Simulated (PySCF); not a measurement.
# Interval between two levels of Rh+ by level of theory

Rh+ [Kr] 4d8 [3F4, M_J = 4] → Rh+ [Kr] 4d7 5p1 [5G6, M_J = 6], as a difference of total energies. All numbers are calculated (PySCF 2.14, the two-component X2C-1e Hamiltonian, in x2c-TZVPall-2c). Correlated levels: [Ar] 3d10 frozen; the 6 highest virtual spinors dropped. "Screened" scales the spin-orbit matrix elements by Boettger's factors to mimic the two-electron term; Breit and QED terms are absent.

Question: Order these methods by the interval between two levels they give, lowest first.
A. GHF (screened spin-orbit)
B. GHF (spin-free)
C. GMP2 (screened spin-orbit)
D. GMP2 (spin-free)

Answer: B (50654 cm⁻¹), A (50846 cm⁻¹), D (57565 cm⁻¹), C (57815 cm⁻¹).

The spin-free rows relax to the high-spin LS determinant and lack the spin-orbit shift.

Errors of the correlated levels include the incompleteness of this basis and the frozen core.

The labels give the starting determinants; with spin-orbit coupling the two ends relaxed to ⟨J²⟩ = 20.02, ⟨L²⟩ = 12.06, ⟨S²⟩ = 2.01 and ⟨J²⟩ = 42.01, ⟨L²⟩ = 20.21, ⟨S²⟩ = 5.94.

For comparison: 59702 cm⁻¹ (measured; NIST Handbook of Basic Atomic Spectroscopic Data (Sansonetti and Martin, J. Phys. Chem. Ref. Data 34, 1559 (2005))).
